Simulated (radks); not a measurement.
Species: neutral rubidium. Configuration: [Kr] 5s1.

Method: scalar-relativistic Kohn-Sham, PBE, spin-polarised, spherical densities, point nucleus; open shells are filled with parallel spins first (spin-orbit coupling, left out, can overturn this in heavy ions); hard spherical wall at 6 bohr; computed with a radial shooting solver on a logarithmic mesh with Libxc functionals.

Energy parts (eV):
part                       energy
total                  -81119.894
kinetic                 83093.168
electron-nucleus      -195586.887
Hartree                 34115.156
exchange-correlation    -2741.331

Orbitals (lengths in bohr, moments of r in powers of bohr; r(max) is where P^2 peaks; r(90%) holds 90 % of the orbital's charge):
| orbital | occ. | eigenvalue (eV) | <r> | r(90%) | r(max) |
|---|---|---|---|---|---|
| 1s up | 1 | -15031.65 | 0.04029 | 0.0721 | 0.02629 |
| 1s down | 1 | -15031.63 | 0.04029 | 0.0721 | 0.02629 |
| 2s up | 1 | -2006.084 | 0.1778 | 0.275 | 0.1496 |
| 2s down | 1 | -2006.072 | 0.1778 | 0.275 | 0.1496 |
| 2p up | 3 | -1778.090 | 0.1551 | 0.253 | 0.1196 |
| 2p down | 3 | -1778.078 | 0.1551 | 0.253 | 0.1196 |
| 3s up | 1 | -295.8709 | 0.5106 | 0.758 | 0.4509 |
| 3s down | 1 | -295.8478 | 0.5106 | 0.758 | 0.4509 |
| 3p up | 3 | -222.7478 | 0.5188 | 0.789 | 0.4465 |
| 3p down | 3 | -222.7229 | 0.5188 | 0.789 | 0.4465 |
| 3d up | 5 | -101.8405 | 0.5255 | 0.856 | 0.3932 |
| 3d down | 5 | -101.8117 | 0.5254 | 0.856 | 0.3932 |
| 4s up | 1 | -29.9286 | 1.461 | 2.16 | 1.262 |
| 4s down | 1 | -29.8189 | 1.457 | 2.15 | 1.262 |
| 4p up | 3 | -14.1116 | 1.746 | 2.67 | 1.431 |
| 4p down | 3 | -13.9293 | 1.731 | 2.63 | 1.430 |
| 4d up | 0 | 3.3874 | 2.974 | 4.39 | 2.801 |
| 4d down | 0 | 4.0366 | 2.912 | 4.34 | 2.624 |
| 5s up | 1 | 1.0825 | 3.502 | 4.70 | 3.568 |
| 5s down | 0 | 1.9578 | 3.486 | 4.69 | 3.550 |
| 5p up | 0 | 5.2151 | 3.641 | 4.87 | 3.910 |
| 5p down | 0 | 6.0936 | 3.636 | 4.86 | 3.897 |
| 6s up | 0 | 20.2343 | 3.551 | 5.20 | 4.793 |
| 6s down | 0 | 21.0608 | 3.542 | 5.19 | 4.776 |

The highest occupied level is 5s up at 1.083 eV. The pressure on the wall is 5.15 GPa. The density falls to 0.001 e/bohr^3 at r = 4.62 bohr. Spin moment in Bohr magnetons: 1. Summed over all electrons, <r^2> = 45.35 bohr^2, which gives a Langevin (diamagnetic) susceptibility term of -35.9 x 10^-6 cm^3/mol.
